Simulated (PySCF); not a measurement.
First SCF of a structure search on singlet Zn2H4, at a hand-made doubly bridged, trans geometry. PySCF input:

```python
from pyscf import gto, scf, dft
mol = gto.M(atom='''
Zn     1.084400     0.000000     0.000000
Zn    -1.084400     0.000000     0.000000
H      0.000000     1.162900     0.000000
H      0.000000    -1.162900     0.000000
H      1.834400     0.000000     1.290000
H     -1.834400     0.000000    -1.290000''',
    basis={'Zn': 'def2-TZVP', 'H': 'def2-TZVP'},
    charge=0, spin=0)
mf = dft.RKS(mol, xc='PBE0')
mf.grids.atom_grid = (50, 194)
aux = {'Zn': 'def2-universal-JKFIT', 'H': 'def2-universal-JKFIT'}
mf = mf.density_fit(auxbasis=aux)
mf.conv_tol = 1e-08
mf.diis_space = 10
mf.max_cycle = 60
mf.init_guess = 'minao'
mf.verbose = 4
mf.kernel()
```

Excerpt of the output (cycles and frontier levels):

```
init E= -3560.15176485749
  HOMO = -0.24491075042797  LUMO = -0.112843710280687  gap/eV = 3.59373
cycle= 1 E= -3560.41311418114  delta_E= -0.261  |g|= 1.29  |ddm|= 2.15
  HOMO = -0.264990444672648  LUMO = -0.148313347734005  gap/eV = 3.17495
cycle= 2 E= -3560.14176757229  delta_E= 0.271  |g|= 2.45  |ddm|= 1.11
  HOMO = -0.250119893259964  LUMO = -0.118097837815021  gap/eV = 3.59250
cycle= 3 E= -3560.54642147016  delta_E= -0.405  |g|= 0.0911  |ddm|= 0.62
  HOMO = -0.257077953007308  LUMO = -0.111991195816127  gap/eV = 3.94801
cycle= 4 E= -3560.54787138212  delta_E= -0.00145  |g|= 0.0136  |ddm|= 0.0919
  HOMO = -0.255625817846849  LUMO = -0.112332329602336  gap/eV = 3.89921
cycle= 5 E= -3560.54790733052  delta_E= -3.59e-05  |g|= 0.00374  |ddm|= 0.013
  HOMO = -0.255876360376623  LUMO = -0.112493841594102  gap/eV = 3.90164
cycle= 6 E= -3560.54790903807  delta_E= -1.71e-06  |g|= 0.000443  |ddm|= 0.00259
  HOMO = -0.255829190032749  LUMO = -0.112476483422788  gap/eV = 3.90083
cycle= 7 E= -3560.54790907115  delta_E= -3.31e-08  |g|= 3.76e-05  |ddm|= 0.000465
  HOMO = -0.25583014639012  LUMO = -0.112481405570341  gap/eV = 3.90072
cycle= 8 E= -3560.54790907171  delta_E= -5.57e-10  |g|= 8.45e-06  |ddm|= 6.27e-05
  HOMO = -0.255829680112655  LUMO = -0.112480423554657  gap/eV = 3.90073
Extra cycle  E= -3560.54790907172  delta_E= -1.05e-11  |g|= 9.52e-06  |ddm|= 1.49e-05
converged SCF energy = -3560.54790907172
```

No lower solution of this spin was found from smeared starts or by a stability analysis within the restricted form, which does not test spin polarisation.

Stability towards spin polarisation was not tested.

The search for the lowest solution, 3 starts and the stability check together, took 19 s on 2 threads of a shared Intel Xeon Platinum 8488C (Sapphire Rapids) host, with 120 basis functions. Launch command: `OMP_NUM_THREADS=2 python axn.py task.json out`.
